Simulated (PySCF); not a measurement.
# Working out the ionisation energy of Rb

Rb [Kr] 5s1 (2S) → Rb⁺ [Kr] (1S). All numbers are calculated (PySCF 2.14, the spin-free X2C one-electron Hamiltonian (Gaussian nucleus), in x2c-QZVPPall (13s8p7d3f2g, 111 functions)). Frozen: [Ar] 3d10. Energies in hartree (1 hartree = 27.21139 eV):

```json
{"part": "UHF", "Rb (lower)": "-2979.150439", "Rb⁺ (upper)": "-2979.010783"}
{"part": "MP2 opposite-spin", "Rb (lower)": "-0.142984", "Rb⁺ (upper)": "-0.136473"}
{"part": "MP2 same-spin", "Rb (lower)": "-0.049799", "Rb⁺ (upper)": "-0.044327"}
```

Problem. What does Hartree-Fock give?

Solution. (-2979.010783) − (-2979.150439) = 0.139656 hartree = 3.800 eV.

Problem. What do MP2 and SCS-MP2 (6/5 opposite-spin, 1/3 same-spin) give?

Solution. The opposite-spin parts differ by 0.177 eV and the same-spin parts by 0.149 eV. MP2: 3.800 + (0.177) + (0.149) = 4.126 eV. SCS-MP2: 3.800 + 1.2 × (0.177) + (0.149)/3 = 4.062 eV.

Measured between the centres of the two terms (NIST): 4.177 eV, so MP2 (valence and next inner shell) is off by -0.051 eV.

What remains against the reference includes basis incompleteness, the frozen core and correlation beyond second order.
